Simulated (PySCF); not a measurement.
Dipole response of B²⁺ (boron, charge +2)

[He] 2s1, 2S determinant. Calculation: PySCF 2.14, in aug-cc-pwCVDZ (5s4p2d, 27 functions); the non-relativistic Hamiltonian (point nucleus). Coupled (time-dependent) response in atomic units; α is the mean over directions. A double-zeta set is small for polarisabilities.

```tsv
method	mean α (bohr³)	C₆ (like pair)	S(−4)
UHF	7.921	11.09	151.5
PBE	6.978	9.226	117.0
PBE0	7.189	9.631	124.3
M06-2X	7.175	8.915	144.9
HSE06	7.292	9.822	128.3
```

S(−4) is the Cauchy moment in α(ω) = α(0) + S(−4) ω² + …

α(iu) at UHF:

| u (hartree) | α(iu) (bohr³) |
| --- | --- |
| 0 | 7.921 |
| 0.0500 | 7.560 |
| 0.100 | 6.655 |
| 0.200 | 4.532 |
| 0.300 | 3.001 |
| 0.500 | 1.505 |
| 0.750 | 0.8077 |
| 1.00 | 0.5108 |
| 1.50 | 0.2659 |
| 2.00 | 0.1686 |
| 3.00 | 0.09207 |
| 5.00 | 0.04652 |

A single London oscillator, α(iu) = α/(1 + u²/ω²), gives C₆ = (3/4) ω α². Matching the computed C₆ needs ω = 4 × 11.09 / (3 × 7.921²) = 0.236 hartree.

For an ion, C₆ is the dispersion term alone; charge-induced terms of lower order in 1/R come first.
